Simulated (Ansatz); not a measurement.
Steps of a relaxation of CH2INS, SMILES `N=C(S)I` with RKS PBE-D4/def2-SVP.

```sh
$ ansatz run in.yaml --threads 2 --pin off --events-out ev --progress --plain --max-ram 4352MiB
```

```yaml
crystal:
  periodic: [false, false, false]
  atoms:
    - {symbol: N, position_ang: [1.098400, -1.105900, -0.063900]}
    - {symbol: C, position_ang: [0.021000, -0.294500, -0.173200]}
    - {symbol: S, position_ang: [-0.076600, 1.174000, 0.737600]}
    - {symbol: I, position_ang: [-1.454900, -0.785800, -1.422800]}
    - {symbol: H, position_ang: [1.698300, -0.632300, 0.574100]}
    - {symbol: H, position_ang: [-1.244100, 1.580500, 0.302100]}
basis:
  gaussian: {orbitals: def2-SVP}
hamiltonian: {xc: pbe, dispersion: d4}
relax: {f_tol: 0.03, max_steps: 200}
```

Positions (Å) and forces (eV/Å) along the path, 8 of 8 steps:

```xyz
6
step=1 energy=-21481.4799 eV
N     1.098   -1.106   -0.064   -4.088    1.398   -1.545
C     0.021   -0.294   -0.173    4.750   -2.395    1.240
S    -0.077    1.174    0.738    1.036    0.513    0.976
I    -1.455   -0.786   -1.423   -1.805   -0.670   -1.516
H     1.698   -0.632    0.574    1.404    0.623    1.283
H    -1.244    1.581    0.302   -1.297    0.531   -0.439
6
step=2 energy=-21481.8740 eV
N     1.096   -1.079   -0.092   -1.833    1.202   -0.214
C     0.065   -0.284   -0.177    2.009   -1.604    0.218
S    -0.070    1.188    0.763    0.231    0.334    0.363
I    -1.513   -0.843   -1.465   -0.348   -0.013   -0.282
H     1.721   -0.665    0.616    0.445   -0.083    0.110
H    -1.256    1.618    0.310   -0.506    0.164   -0.196
6
step=3 energy=-21481.9556 eV
N     1.069   -1.095   -0.056    1.055   -0.025    0.467
C     0.090   -0.317   -0.120   -0.670    0.496   -0.289
S    -0.084    1.217    0.754   -0.083    0.241    0.155
I    -1.528   -0.782   -1.481   -0.111   -0.107   -0.023
H     1.801   -0.682    0.578   -0.286   -0.503   -0.294
H    -1.307    1.595    0.279    0.095   -0.102   -0.015
6
step=4 energy=-21481.9768 eV
N     1.060   -1.078   -0.065    0.436    0.172    0.275
C     0.095   -0.272   -0.108   -0.096   -0.062   -0.183
S    -0.101    1.259    0.785   -0.162   -0.064   -0.128
I    -1.518   -0.797   -1.472   -0.115    0.085    0.048
H     1.823   -0.750    0.563   -0.157   -0.164   -0.086
H    -1.317    1.574    0.251    0.095    0.033    0.075
6
step=5 energy=-21481.9846 eV
N     1.092   -1.066   -0.079   -0.006    0.199    0.204
C     0.112   -0.274   -0.133   -0.019   -0.101   -0.031
S    -0.112    1.244    0.775    0.010   -0.005   -0.009
I    -1.547   -0.785   -1.456    0.058    0.001   -0.005
H     1.819   -0.762    0.599   -0.091   -0.065   -0.176
H    -1.322    1.580    0.247    0.048   -0.028    0.018
6
step=6 energy=-21481.9859 eV
N     1.087   -1.065   -0.073    0.020    0.091    0.110
C     0.106   -0.275   -0.132   -0.017   -0.060   -0.020
S    -0.113    1.245    0.772    0.029    0.022    0.025
I    -1.537   -0.798   -1.463    0.009    0.017   -0.006
H     1.825   -0.767    0.592   -0.076   -0.010   -0.094
H    -1.325    1.596    0.259    0.036   -0.061   -0.015
6
step=7 energy=-21481.9872 eV
N     1.082   -1.066   -0.067    0.021    0.029    0.028
C     0.102   -0.277   -0.129    0.023   -0.029    0.001
S    -0.107    1.245    0.773   -0.022    0.019   -0.004
I    -1.539   -0.791   -1.465    0.004    0.006    0.005
H     1.824   -0.758    0.587   -0.041   -0.018   -0.035
H    -1.320    1.583    0.255    0.015   -0.008    0.005
6
step=8 energy=-21481.9873 eV
N     1.083   -1.066   -0.066    0.007   -0.001    0.004
C     0.103   -0.277   -0.128    0.000    0.004    0.002
S    -0.107    1.248    0.771    0.001   -0.001    0.000
I    -1.538   -0.788   -1.464   -0.002   -0.001   -0.002
H     1.824   -0.760    0.587   -0.006   -0.001   -0.004
H    -1.322    1.579    0.255   -0.001    0.000    0.000
```

It took 4.8 s on 2 threads of an AMD EPYC 9B45 on a shared host, with 0.17 GiB of host memory at the peak.
